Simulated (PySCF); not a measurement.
## Te: interval between two levels

Te [Kr] 4d10 5s2 5p4 [3P2, M_J = 2] → Te [Kr] 4d10 5s2 5p3 5d1 [5D4, M_J = 4], as a difference of total energies. All numbers are calculated (PySCF 2.14, the two-component X2C-1e Hamiltonian, in x2c-TZVPall-2c with one added diffuse shell each of s, p, d, f type (9s10p6d3f, 90 functions)). Correlated levels: [Ar] 3d10 frozen; the 6 highest virtual spinors dropped. "Screened" scales the spin-orbit matrix elements by Boettger's factors to mimic the two-electron term; Breit and QED terms are absent.

```csv
method,interval between two levels (cm⁻¹)
GHF (spin-free),47876
GMP2 (spin-free),53019
GHF (screened spin-orbit),49951
GMP2 (screened spin-orbit),54985
```

The spin-free rows relax to the high-spin LS determinant and lack the spin-orbit shift.

Errors of the correlated levels include the incompleteness of this basis and the frozen core.

The labels give the starting determinants; with spin-orbit coupling the two ends relaxed to ⟨J²⟩ = 6.03, ⟨L²⟩ = 2.29, ⟨S²⟩ = 1.90 and ⟨J²⟩ = 20.01, ⟨L²⟩ = 6.22, ⟨S²⟩ = 5.89.

For comparison: 55816 cm⁻¹ (measured; NIST Handbook of Basic Atomic Spectroscopic Data (Sansonetti and Martin, J. Phys. Chem. Ref. Data 34, 1559 (2005))).
